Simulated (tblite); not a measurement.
Record of a relaxation.

Species: CH12GeOSi3.
Bonds: Si1–Si2, Si2–Si3, Si2–O4, O4–C5, C5–Ge6. Hydrogens: H7, H8, H9 on Si1; H10 on Si2; H11, H12, H13 on Si3; H14, H15 on C5; H16, H17, H18 on Ge6.

Computed with GFN2-xTB (tblite), gas phase: L-BFGS steps from a force-field or distance-geometry start until the largest atomic force falls under 0.01 eV/Å. 10 of its 147 geometries are shown.

Step 0: E = -528.1871 eV, largest atomic force 1.878 eV/Å
```
atom  x, y, z in Å  |  force x, y, z in eV/Å
Si1    -0.413    2.258   -0.263    0.071   1.832   0.406
Si2    -0.616    0.065   -0.504    0.077  -0.655   1.572
Si3    -2.731   -0.601   -0.671   -1.168  -0.933   0.368
O4      0.064   -0.702    0.875   -0.522   0.872  -1.357
C5      1.120   -1.489    0.413   -0.416  -0.776  -0.470
Ge6     2.482   -0.434   -0.498    1.411   0.397  -0.149
H7     -1.738    2.943   -0.316    0.397  -0.263  -0.045
H8      0.193    2.668    1.021   -0.027   0.053  -0.271
H9      0.393    2.793   -1.375   -0.078   0.175   0.142
H10     0.051   -0.361   -1.730    0.088  -0.237  -0.383
H11    -2.719   -2.045   -0.952   -0.301  -0.027  -0.081
H12    -3.444   -0.454    0.615   -0.022   0.029  -0.318
H13    -3.465    0.073   -1.737   -0.010   0.019   0.051
H14     1.543   -2.130    1.208   -0.400   0.242  -0.255
H15     0.644   -2.107   -0.393    0.800  -0.449   0.678
H16     3.566    0.088    0.495   -0.378  -0.247  -0.495
H17     1.907    0.820   -1.197    0.631  -0.532   0.231
H18     3.152   -1.380   -1.535   -0.154   0.504   0.376
```

Step 16: E = -529.0946 eV, largest atomic force 0.163 eV/Å
```
atom  x, y, z in Å  |  force x, y, z in eV/Å
Si1    -0.399    2.406   -0.233   -0.016   0.093  -0.003
Si2    -0.765    0.121   -0.513   -0.125   0.058  -0.045
Si3    -2.907   -0.760   -0.608   -0.082   0.004  -0.011
O4      0.062   -0.726    0.620    0.031   0.114  -0.029
C5      1.182   -1.507    0.348   -0.091  -0.068   0.035
Ge6     2.693   -0.514   -0.485    0.055   0.037   0.013
H7     -1.703    3.081   -0.303    0.031  -0.039   0.026
H8      0.250    2.873    1.003   -0.057  -0.109  -0.008
H9      0.410    3.037   -1.291   -0.025  -0.080  -0.006
H10    -0.147   -0.275   -1.812   -0.001   0.043  -0.077
H11    -3.056   -2.183   -0.965    0.038   0.070   0.058
H12    -3.722   -0.564    0.596    0.042  -0.020  -0.002
H13    -3.584   -0.023   -1.681   -0.037   0.005   0.007
H14     1.482   -1.974    1.290    0.149   0.034   0.058
H15     0.883   -2.324   -0.317    0.044  -0.080  -0.116
H16     3.704   -0.045    0.508    0.047  -0.047   0.064
H17     2.204    0.711   -1.176    0.002   0.068  -0.042
H18     3.406   -1.327   -1.522   -0.005  -0.083   0.079
```

Step 32: E = -529.1422 eV, largest atomic force 0.101 eV/Å
```
atom  x, y, z in Å  |  force x, y, z in eV/Å
Si1    -0.448    2.395   -0.238    0.003   0.081  -0.002
Si2    -0.817    0.140   -0.598    0.051  -0.079  -0.037
Si3    -2.955   -0.743   -0.598   -0.026  -0.024   0.006
O4      0.056   -0.695    0.509    0.022  -0.010  -0.036
C5      1.199   -1.464    0.315   -0.056  -0.045   0.021
Ge6     2.766   -0.520   -0.469    0.033   0.009   0.033
H7     -1.725    3.118   -0.274    0.014  -0.013   0.011
H8      0.206    2.747    1.028   -0.008  -0.002  -0.006
H9      0.384    2.996   -1.290    0.009   0.039   0.019
H10    -0.233   -0.182   -1.934    0.004  -0.020   0.006
H11    -3.060   -2.173   -0.919   -0.014  -0.002   0.014
H12    -3.721   -0.558    0.637    0.035  -0.005   0.030
H13    -3.710   -0.038   -1.638   -0.021   0.007  -0.020
H14     1.493   -1.868    1.292   -0.031  -0.004  -0.021
H15     0.959   -2.323   -0.325   -0.028   0.013   0.011
H16     3.751   -0.115    0.583    0.009   0.000  -0.003
H17     2.369    0.719   -1.197    0.008   0.029  -0.057
H18     3.479   -1.429   -1.425   -0.004   0.025   0.031
```

Step 49: E = -529.1546 eV, largest atomic force 0.047 eV/Å
```
atom  x, y, z in Å  |  force x, y, z in eV/Å
Si1    -0.451    2.399   -0.262   -0.014  -0.013  -0.005
Si2    -0.818    0.142   -0.687    0.043   0.014  -0.011
Si3    -2.957   -0.742   -0.595    0.025   0.001   0.014
O4      0.034   -0.681    0.444    0.001   0.011   0.009
C5      1.179   -1.451    0.288   -0.023  -0.014   0.001
Ge6     2.782   -0.518   -0.442    0.042   0.008  -0.001
H7     -1.738    3.105   -0.260    0.020  -0.002  -0.014
H8      0.178    2.675    1.037   -0.002   0.002  -0.023
H9      0.392    3.084   -1.254   -0.016  -0.010   0.020
H10    -0.221   -0.213   -2.007   -0.017   0.025   0.008
H11    -3.092   -2.177   -0.875    0.003  -0.018  -0.006
H12    -3.609   -0.541    0.701   -0.020   0.009   0.020
H13    -3.785   -0.059   -1.592   -0.016   0.017  -0.004
H14     1.435   -1.858    1.273    0.002  -0.019  -0.005
H15     0.958   -2.304   -0.364   -0.003  -0.026  -0.012
H16     3.735   -0.092    0.631   -0.019   0.006   0.007
H17     2.445    0.701   -1.237   -0.017  -0.006  -0.015
H18     3.526   -1.462   -1.339    0.010   0.015   0.017
```

Step 65: E = -529.1649 eV, largest atomic force 0.063 eV/Å
```
atom  x, y, z in Å  |  force x, y, z in eV/Å
Si1    -0.454    2.409   -0.291   -0.004  -0.059   0.018
Si2    -0.803    0.158   -0.730   -0.012  -0.046   0.027
Si3    -2.942   -0.720   -0.550    0.014   0.001   0.024
O4      0.056   -0.688    0.380    0.013   0.012   0.014
C5      1.173   -1.501    0.224   -0.014   0.002  -0.022
Ge6     2.803   -0.541   -0.404   -0.011   0.025  -0.017
H7     -1.752    3.091   -0.307   -0.002   0.026  -0.001
H8      0.145    2.649    1.026    0.014   0.052   0.024
H9      0.396    3.128   -1.248    0.010   0.000  -0.009
H10    -0.250   -0.162   -2.074    0.003  -0.029  -0.002
H11    -3.083   -2.158   -0.820   -0.009   0.012  -0.017
H12    -3.527   -0.524    0.781   -0.008   0.004  -0.008
H13    -3.827   -0.031   -1.496    0.003  -0.010   0.003
H14     1.385   -1.965    1.195   -0.009   0.022  -0.013
H15     0.935   -2.316   -0.470    0.035  -0.005  -0.052
H16     3.599    0.033    0.725   -0.012   0.000   0.008
H17     2.429    0.592   -1.302    0.015   0.019  -0.026
H18     3.710   -1.450   -1.179   -0.026  -0.026   0.048
```

Step 81: E = -529.1939 eV, largest atomic force 0.105 eV/Å
```
atom  x, y, z in Å  |  force x, y, z in eV/Å
Si1    -0.453    2.409   -0.295    0.027  -0.081  -0.016
Si2    -0.820    0.153   -0.742   -0.037   0.008   0.042
Si3    -2.956   -0.692   -0.446   -0.039   0.008   0.032
O4      0.055   -0.776    0.286    0.011  -0.010  -0.040
C5      1.185   -1.548    0.034    0.010   0.015   0.008
Ge6     2.833   -0.513   -0.333   -0.061  -0.004   0.027
H7     -1.749    3.098   -0.379    0.052  -0.017  -0.025
H8      0.093    2.740    1.028   -0.001  -0.045  -0.012
H9      0.446    3.073   -1.250   -0.014   0.024  -0.001
H10    -0.359   -0.163   -2.123    0.024   0.026   0.032
H11    -3.135   -2.120   -0.738   -0.016   0.004  -0.010
H12    -3.446   -0.512    0.924   -0.012  -0.014   0.027
H13    -3.905    0.027   -1.300    0.013   0.001  -0.029
H14     1.361   -2.176    0.914   -0.022  -0.007   0.053
H15     0.994   -2.231   -0.803   -0.021   0.016  -0.042
H16     3.232    0.323    0.836    0.011   0.046  -0.003
H17     2.671    0.374   -1.518   -0.011   0.091  -0.047
H18     3.945   -1.459   -0.637    0.084  -0.063   0.004
```

Step 97: E = -529.2056 eV, largest atomic force 0.078 eV/Å
```
atom  x, y, z in Å  |  force x, y, z in eV/Å
Si1    -0.415    2.377   -0.312    0.011  -0.018  -0.006
Si2    -0.842    0.130   -0.719   -0.010  -0.012  -0.025
Si3    -2.984   -0.688   -0.391   -0.046   0.012  -0.012
O4      0.043   -0.826    0.273    0.014  -0.011  -0.022
C5      1.188   -1.557   -0.021    0.043   0.005  -0.005
Ge6     2.832   -0.479   -0.307   -0.027   0.007  -0.073
H7     -1.698    3.084   -0.437    0.037   0.006   0.028
H8      0.118    2.680    1.024   -0.016   0.000  -0.033
H9      0.496    3.042   -1.255    0.009  -0.020   0.024
H10    -0.389   -0.170   -2.107   -0.026  -0.015   0.018
H11    -3.201   -2.103   -0.723    0.005   0.004   0.010
H12    -3.485   -0.529    0.980    0.023  -0.002  -0.017
H13    -3.903    0.065   -1.251    0.001   0.010   0.007
H14     1.360   -2.248    0.811    0.008   0.001   0.033
H15     1.016   -2.172   -0.914    0.004   0.000  -0.001
H16     3.101    0.469    0.812    0.003   0.013   0.043
H17     2.745    0.333   -1.564    0.004  -0.018   0.029
H18     4.008   -1.403   -0.441   -0.038   0.040   0.003
```

Step 114: E = -529.2380 eV, largest atomic force 0.121 eV/Å
```
atom  x, y, z in Å  |  force x, y, z in eV/Å
Si1    -0.253    2.194   -0.346   -0.019  -0.025  -0.034
Si2    -0.906   -0.006   -0.756   -0.031   0.038  -0.068
Si3    -3.078   -0.661   -0.338   -0.051   0.009  -0.023
O4     -0.046   -1.038    0.175   -0.034   0.003   0.027
C5      1.221   -1.543   -0.075    0.077   0.041  -0.003
Ge6     2.724   -0.252   -0.250    0.059  -0.085  -0.009
H7     -1.401    3.101   -0.475    0.010  -0.051   0.014
H8      0.263    2.356    1.020    0.004   0.042   0.023
H9      0.787    2.756   -1.221    0.029  -0.020  -0.007
H10    -0.599   -0.368   -2.170    0.055   0.060   0.012
H11    -3.426   -2.027   -0.743    0.000  -0.038   0.051
H12    -3.537   -0.504    1.044    0.010  -0.016  -0.002
H13    -3.938    0.196   -1.161    0.003   0.039   0.030
H14     1.477   -2.240    0.729   -0.069  -0.018   0.050
H15     1.192   -2.123   -1.005    0.051  -0.087  -0.049
H16     2.802    0.789    0.815   -0.025  -0.007   0.030
H17     2.718    0.435   -1.573   -0.042   0.087  -0.073
H18     3.990   -1.058   -0.210   -0.026   0.028   0.032
```

Step 130: E = -529.2596 eV, largest atomic force 0.052 eV/Å
```
atom  x, y, z in Å  |  force x, y, z in eV/Å
Si1    -0.217    2.158   -0.348   -0.014  -0.002  -0.040
Si2    -0.893   -0.020   -0.824    0.007   0.025  -0.012
Si3    -3.067   -0.642   -0.349   -0.001   0.005   0.011
O4     -0.077   -1.103    0.085   -0.019  -0.013  -0.015
C5      1.222   -1.571   -0.069    0.010  -0.014   0.000
Ge6     2.674   -0.230   -0.255    0.008   0.027   0.010
H7     -1.370    3.057   -0.482    0.004   0.011  -0.007
H8      0.285    2.341    1.020    0.002   0.005   0.026
H9      0.838    2.708   -1.215   -0.014   0.012   0.008
H10    -0.542   -0.305   -2.244   -0.023   0.008   0.008
H11    -3.441   -2.017   -0.699   -0.011  -0.001  -0.010
H12    -3.448   -0.482    1.058    0.009   0.008  -0.010
H13    -3.963    0.233   -1.117    0.036  -0.020   0.019
H14     1.443   -2.204    0.797    0.021  -0.015   0.045
H15     1.266   -2.223   -0.952   -0.005  -0.020  -0.032
H16     2.722    0.758    0.866   -0.006  -0.001  -0.021
H17     2.582    0.518   -1.547    0.007   0.006   0.015
H18     3.978   -0.968   -0.266   -0.010  -0.019   0.004
```

Step 146: E = -529.2627 eV, largest atomic force 0.007 eV/Å
```
atom  x, y, z in Å  |  force x, y, z in eV/Å
Si1    -0.225    2.160   -0.358   -0.002  -0.005  -0.005
Si2    -0.890   -0.018   -0.853    0.001   0.000  -0.002
Si3    -3.052   -0.641   -0.329    0.001   0.005   0.002
O4     -0.082   -1.135    0.019   -0.001   0.002  -0.001
C5      1.226   -1.588   -0.094    0.004   0.006   0.000
Ge6     2.670   -0.232   -0.242   -0.004   0.001   0.002
H7     -1.375    3.060   -0.500   -0.001  -0.005  -0.005
H8      0.258    2.334    1.020   -0.003   0.003   0.005
H9      0.838    2.726   -1.204    0.003   0.000   0.003
H10    -0.575   -0.269   -2.287   -0.002  -0.001   0.002
H11    -3.453   -2.010   -0.673    0.000   0.001  -0.002
H12    -3.392   -0.475    1.088   -0.003  -0.001   0.000
H13    -3.953    0.244   -1.073    0.000   0.001   0.004
H14     1.432   -2.211    0.785    0.003  -0.001   0.000
H15     1.302   -2.246   -0.971   -0.003  -0.002  -0.001
H16     2.666    0.772    0.864    0.001  -0.003   0.000
H17     2.624    0.504   -1.544    0.002   0.001   0.002
H18     3.973   -0.969   -0.190    0.003  -0.001  -0.003
```

Task: Summarise the path.

Result: The energy falls by 24.80 kcal/mol from step 0 to step 146; nine tenths of that is first reached at step 51. It falls at every step. The largest force goes from 1.878 to 0.007 eV/Å. Among the bonds Si1–Si2 changes most, from 2.215 to 2.330 Å; the atoms move by 0.759 Å rms after alignment.

What follows is the cost of the whole relaxation. Hardware: an Arm Neoverse N1 with one thread, shared host with 64 logical CPUs at a one-minute load of 60. Cost: 2.4 s wall.
